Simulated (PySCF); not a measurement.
B(3+) (boron, charge +3): UHF calculation

Configuration: 1s2, closed-shell 1S. All numbers are calculated (PySCF 2.14, no relativity, point nucleus, in dyall-acv3z (15s9p4d2f, 76 functions)).

- Total energy: -21.986224 hartree
- One-electron energy: -24.8885 hartree
- Hartree (Coulomb) energy: 5.8046 hartree
- Exchange energy: -2.9023 hartree
- Kinetic energy: 21.98619 hartree
- ⟨S²⟩: 0.0000
- ⟨L²⟩: 0.000
- Sum of ⟨r⟩: 0.6490 bohr
- Sum of ⟨r²⟩: 0.2838 bohr²
- Density at the nucleus (Gaussians lack the cusp): 68.8 bohr⁻³
- Langevin diamagnetic susceptibility: -0.225 ×10⁻⁶ cm³/mol

| shell | electrons | mean orbital energy (eV) | rms radius, mean of both spins (bohr) |
| --- | --- | --- | --- |
| 1s | 2 | -259.65 | 0.377 |
